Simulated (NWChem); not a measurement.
Species: C₄H₆S; SMILES C#CCSC

```xyz
11

C     -0.4697    -2.5055    -0.3083
C      0.1824    -1.5458     0.0398
C      0.9376    -0.3807     0.4686
S      0.4221     1.1793    -0.3231
C     -1.2686     1.2960     0.2927
H     -1.0374    -3.3617    -0.6227
H      2.0015    -0.4947     0.2052
H      0.8879    -0.2730     1.5654
H     -1.7088     2.1907    -0.1696
H     -1.2969     1.4133     1.3868
H     -1.8589     0.4165    -0.0050
```
Atoms are numbered in this order, from 1.

Results from NWChem. Structure relaxed at the PBE0/def2-SVP level. Level: B3LYP/def2-SVP with SMD (1 M gas to 1 M solution), gas-phase geometry.

Task: Predict the results for solvent 2-propanol. Quantities: solvation free energy (kcal/mol); cavity-dispersion-structure term (kcal/mol); dipole in solution (D).

Result: The solvation free energy (kcal/mol) comes out as -4.6 and the cavity-dispersion-structure term (kcal/mol) is 0.5. The dipole in solution (D) is 1.52.
